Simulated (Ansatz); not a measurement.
Coupled-cluster diagnostics for cis-Cu(NH3)2Cl2 (CuN₂Cl₂H₆), Ansatz.

Geometry of the doublet (r2SCAN-D4/def2-SVP):

```xyz
11

Cu    0.0498   -0.8440    0.1280
N    -1.0333    0.3050   -1.2320
H    -1.0798   -0.4155   -1.9648
H    -0.6303    1.1544   -1.6308
H    -1.9912    0.5210   -0.9484
N     0.9693    0.7723    1.0686
H     1.0798    0.3133    1.9827
H     0.4681    1.6524    1.2001
H     1.9037    0.9976    0.7208
Cl    0.3642   -1.9581    2.0287
Cl   -0.1004   -2.4984   -1.3530
```

Correlated methods freeze 21 core orbitals. In CCSD on the charge 1 triplet the largest single amplitude is 0.26, so its Hartree–Fock determinant may place the open shell otherwise than the density functionals do. No other spin state of charge 0 was run. At PBE0-D4/def2-TZVP a singlet of charge 1 lies 0.18 eV below the triplet at the same geometry.

Task: Estimate the CCSD(T) correlation energy, the shares of MP2 and (T), T1 and the reference's ⟨S²⟩ for: charge 0, doublet, own geometry in def2-SVP; charge 1, triplet, vertical in def2-SVP; and the rough time on 4 threads of Arm Neoverse V2 on a shared host.

Result: 
```tsv
state	basis	correlation (eV)	MP2 share (%)	(T) share (%)	T1	⟨S²⟩ (pure)	wall time
charge 0, doublet, own geometry	def2-SVP	-25.971	91.9	2.5	0.029	0.75 (0.75)	67 s
charge 1, triplet, vertical	def2-SVP	-25.599	90.7	2.7	0.045	2.01 (2.00)	84 s
```
Customary marks for T1 are 0.02 (closed shells), 0.045 (open shells) and about 0.05 (3d metals). T1 exceeds 0.02 in 2 of 2 rows and 0.045 in 1; the higher it lies, the less the single-reference result can be trusted.
